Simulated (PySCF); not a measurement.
C₄H₈BF, SMILES CB(C)/C=C\F.

Geometry: B3LYP-D3(BJ)/def2-SVP. The structure was generated by enumeration; whether it is a known compound was not checked. The values are those of a single conformer.

The numbers are results of B3LYP-D3(BJ)/def2-SVP run with PySCF 2.14.0, not measurements.

Harmonic, unscaled wavenumbers; measured fundamentals usually lie a few per cent lower.

Computed normal modes with their intensities:
```json
[
 {"mode": "1", "ν (cm⁻¹)": "38", "IR (km/mol)": "0.6", "moving atoms (share of kinetic energy)": "H 81 %, C 14 %"},
 {"mode": "2", "ν (cm⁻¹)": "61", "IR (km/mol)": "0.1", "moving atoms (share of kinetic energy)": "C 40 %, H 34 %, F 24 %"},
 {"mode": "3", "ν (cm⁻¹)": "106", "IR (km/mol)": "2.4", "moving atoms (share of kinetic energy)": "H 91 %"},
 {"mode": "4", "ν (cm⁻¹)": "182", "IR (km/mol)": "1.6", "moving atoms (share of kinetic energy)": "F 42 %, C 34 %, H 20 %"},
 {"mode": "5", "ν (cm⁻¹)": "271", "IR (km/mol)": "7.6", "moving atoms (share of kinetic energy)": "H 40 %, C 38 %, B 18 %"},
 {"mode": "6", "ν (cm⁻¹)": "309", "IR (km/mol)": "0.7", "moving atoms (share of kinetic energy)": "C 44 %, H 26 %, F 19 %, B 11 %"},
 {"mode": "7", "ν (cm⁻¹)": "330", "IR (km/mol)": "1.5", "moving atoms (share of kinetic energy)": "C 49 %, H 37 %, B 8 %"},
 {"mode": "8", "ν (cm⁻¹)": "468", "IR (km/mol)": "3.0", "moving atoms (share of kinetic energy)": "H 48 %, C 28 %, B 22 %"},
 {"mode": "9", "ν (cm⁻¹)": "630", "IR (km/mol)": "1.1", "moving atoms (share of kinetic energy)": "C 67 %, H 29 %"},
 {"mode": "10", "ν (cm⁻¹)": "676", "IR (km/mol)": "1.0", "moving atoms (share of kinetic energy)": "H 69 %, C 28 %"},
 {"mode": "11", "ν (cm⁻¹)": "744", "IR (km/mol)": "2.4", "moving atoms (share of kinetic energy)": "C 59 %, H 30 %, F 10 %"},
 {"mode": "12", "ν (cm⁻¹)": "822", "IR (km/mol)": "6.6", "moving atoms (share of kinetic energy)": "H 73 %, C 23 %"},
 {"mode": "13", "ν (cm⁻¹)": "847", "IR (km/mol)": "0.7", "moving atoms (share of kinetic energy)": "H 69 %, C 28 %"},
 {"mode": "14", "ν (cm⁻¹)": "872", "IR (km/mol)": "18.6", "moving atoms (share of kinetic energy)": "H 48 %, C 42 %"},
 {"mode": "15", "ν (cm⁻¹)": "932", "IR (km/mol)": "42.6", "moving atoms (share of kinetic energy)": "H 41 %, B 37 %, C 22 %"},
 {"mode": "16", "ν (cm⁻¹)": "992", "IR (km/mol)": "0.6", "moving atoms (share of kinetic energy)": "H 73 %, C 26 %"},
 {"mode": "17", "ν (cm⁻¹)": "1042", "IR (km/mol)": "35.4", "moving atoms (share of kinetic energy)": "H 45 %, C 25 %, F 23 %"},
 {"mode": "18", "ν (cm⁻¹)": "1130", "IR (km/mol)": "117.3", "moving atoms (share of kinetic energy)": "B 53 %, H 29 %, C 16 %"},
 {"mode": "19", "ν (cm⁻¹)": "1202", "IR (km/mol)": "73.9", "moving atoms (share of kinetic energy)": "H 48 %, B 44 %"},
 {"mode": "20", "ν (cm⁻¹)": "1271", "IR (km/mol)": "55.0", "moving atoms (share of kinetic energy)": "H 64 %, C 20 %, F 13 %"},
 {"mode": "21", "ν (cm⁻¹)": "1310", "IR (km/mol)": "41.3", "moving atoms (share of kinetic energy)": "H 72 %, C 24 %"},
 {"mode": "22", "ν (cm⁻¹)": "1326", "IR (km/mol)": "90.7", "moving atoms (share of kinetic energy)": "H 60 %, C 27 %, B 13 %"},
 {"mode": "23", "ν (cm⁻¹)": "1408", "IR (km/mol)": "30.9", "moving atoms (share of kinetic energy)": "H 76 %, C 21 %"},
 {"mode": "24", "ν (cm⁻¹)": "1426", "IR (km/mol)": "1.3", "moving atoms (share of kinetic energy)": "H 94 %"},
 {"mode": "25", "ν (cm⁻¹)": "1435", "IR (km/mol)": "15.2", "moving atoms (share of kinetic energy)": "H 80 %, C 14 %"},
 {"mode": "26", "ν (cm⁻¹)": "1443", "IR (km/mol)": "0.6", "moving atoms (share of kinetic energy)": "H 93 %"},
 {"mode": "27", "ν (cm⁻¹)": "1447", "IR (km/mol)": "6.2", "moving atoms (share of kinetic energy)": "H 90 %"},
 {"mode": "28", "ν (cm⁻¹)": "1686", "IR (km/mol)": "287.0", "moving atoms (share of kinetic energy)": "C 92 %"},
 {"mode": "29", "ν (cm⁻¹)": "2997", "IR (km/mol)": "1.3", "moving atoms (share of kinetic energy)": "H 96 %"},
 {"mode": "30", "ν (cm⁻¹)": "3013", "IR (km/mol)": "1.6", "moving atoms (share of kinetic energy)": "H 96 %"},
 {"mode": "31", "ν (cm⁻¹)": "3066", "IR (km/mol)": "13.6", "moving atoms (share of kinetic energy)": "H 92 %, C 8 %"},
 {"mode": "32", "ν (cm⁻¹)": "3081", "IR (km/mol)": "12.3", "moving atoms (share of kinetic energy)": "H 92 %, C 8 %"},
 {"mode": "33", "ν (cm⁻¹)": "3112", "IR (km/mol)": "21.7", "moving atoms (share of kinetic energy)": "H 91 %, C 9 %"},
 {"mode": "34", "ν (cm⁻¹)": "3117", "IR (km/mol)": "27.7", "moving atoms (share of kinetic energy)": "H 91 %, C 9 %"},
 {"mode": "35", "ν (cm⁻¹)": "3141", "IR (km/mol)": "3.3", "moving atoms (share of kinetic energy)": "H 92 %"},
 {"mode": "36", "ν (cm⁻¹)": "3171", "IR (km/mol)": "23.7", "moving atoms (share of kinetic energy)": "H 91 %, C 9 %"}
]
```
